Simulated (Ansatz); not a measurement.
Cost against result

Saddle point of InH₃Cl₂O, closed shell (InHCl₂ ([Cl][InH][Cl]) + H₂O → InHCl₂O ([OH][In]([Cl])[Cl]) + H₂; bonds formed: H2–H5; dative contacts that become bonds: In1–O6; bonds broken: In1–H2, H5–O6), PBE0-D4/def2-TZVP structure:

| atom | x (Å) | y (Å) | z (Å) |
| --- | --- | --- | --- |
| In1 | -0.7486 | 0.2449 | -0.0806 |
| H2 | 0.0690 | -1.4060 | 0.7475 |
| Cl3 | -1.3694 | -0.1408 | -2.2679 |
| Cl4 | -2.0427 | 1.4246 | 1.4056 |
| H5 | 0.8379 | -0.8526 | 0.5603 |
| O6 | 1.3321 | 0.3383 | 0.1972 |
| H7 | 1.9218 | 0.3916 | -0.5622 |

Barriers are electronic and count from the start structure reached by relaxing down the imaginary mode.

Computed with Ansatz 0.2.0 (basis: as named in each row); correlated methods freeze the cores. Filled d shells of the heavier atoms are correlated. Core potentials replace the inner electrons of the atoms past krypton. The def2 sets are not built for correlating such inner shells, so the correlated values are less sure here. B3LYP uses VWN-RPA correlation. Extrapolation: Hartree–Fock as exp(−7.88 √X), correlation as X^−2.97.

Times are rough, for one single point on 4 threads of a shared host (Arm Neoverse V2).

The estimate by CCSD(T) at an estimated basis limit (MP2 extrapolated from triple and quadruple zeta, plus CCSD(T) − MP2 in triple zeta) is 155.5 kJ/mol.

```csv
method,basis,time (s),barrier (kJ/mol),method less estimate
SPW92,def2-SVP,under 1,131.2,-24.4
PBE-D4,def2-SVP,under 1,137.6,-18.0
PBE0-D4,def2-SVP,under 1,158.3,2.7
SPW92,def2-TZVPP,under 1,125.6,-30.0
PBE-D4,def2-TZVPP,1,131.4,-24.2
BLYP-D4,def2-TZVPP,1,137.0,-18.5
B3LYP-D4,def2-TZVPP,2,150.9,-4.7
BHLYP-D4,def2-TZVPP,2,169.5,13.9
CAM-B3LYP-D4,def2-TZVPP,2,156.2,0.6
PBE0-D4,def2-TZVPP,2,148.9,-6.6
CCSD(T),def2-SVP,3,165.7,10.1
r2SCAN-D4,def2-TZVPP,3,141.5,-14.0
r2SCAN0-D4,def2-TZVPP,3,155.4,-0.1
RPA on PBE,def2-TZVPP,4,151.4,-4.1
B2PLYP,def2-TZVPP,4,150.9,-4.6
wB97M-V,def2-SVP,4,166.8,11.2
PBE-QIDH,def2-TZVPP,4,156.0,0.5
wB97X-V,def2-TZVPP,6,157.4,1.8
B97M-V,def2-TZVPP,6,151.9,-3.6
wB97M-V,def2-TZVPP,6,159.2,3.7
MP2,def2-QZVPP,10,150.7,-4.9
CCSD(T),def2-TZVPP,76,156.1,0.6
```

All methods are single points on the PBE0-D4 structures.

T1 diagnostic: at most 0.014.

The step is the kind of ligand exchange by which a precursor binds to a hydroxyl group, or is hydrolysed, in atomic layer deposition of oxides.

Labels in which every atom is bracketed show which atoms are joined, not bond orders.
